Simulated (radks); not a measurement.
Values are calculated unless marked as measured or tabulated.
All-electron atom: Nd6+ in [Kr] 4d10 4f2 5s2 5p4.

Code: a radial shooting solver on a logarithmic mesh with Libxc functionals. Model: scalar-relativistic Kohn-Sham, LDA (Slater exchange, Perdew-Wang correlation), spin-polarised, spherical densities, finite nucleus; open shells are filled with parallel spins first (spin-orbit coupling, left out, can overturn this in heavy ions); Fermi nuclear charge, rms radius 4.9123 fm.

Energy parts (hartree):
part                       energy
total                  -9608.0951
kinetic                10223.3090
electron-nucleus      -23174.8606
Hartree                 3555.7465
exchange-correlation    -212.2899

Orbitals (lengths in bohr, moments of r in powers of bohr):
orbital  occ.  eigenvalue (hartree)      <r^4>
1s up       1             -1596.378  1.530e-06
1s down     1             -1596.371  1.530e-06
2s up       1             -260.8994  0.0002494
2s down     1             -260.8945  0.0002494
2p up       3             -233.6925  0.0001835
2p down     3             -233.6862  0.0001834
3s up       1             -59.11855   0.009979
3s down     1             -59.08544   0.009965
3p up       3             -50.53497    0.01041
3p down     3             -50.50159    0.01039
3d up       5             -38.58345   0.008507
3d down     5             -38.55617   0.008486
4s up       1             -14.25888     0.2471
4s down     1             -14.18099     0.2466
4p up       3             -11.42791     0.3206
4p down     3             -11.34937     0.3195
4d up       5              -7.39407     0.5039
4d down     5              -7.31319     0.5006
4f up       2              -3.04681      1.713
4f down     0              -2.95819      1.716
5s up       1              -4.17922      5.888
5s down     1              -4.07648      6.003
5p up       3              -3.37688      9.015
5p down     1              -3.27985      9.338

The highest occupied level is 4f up at -82.908 eV. Spin moment in Bohr magnetons: 4.
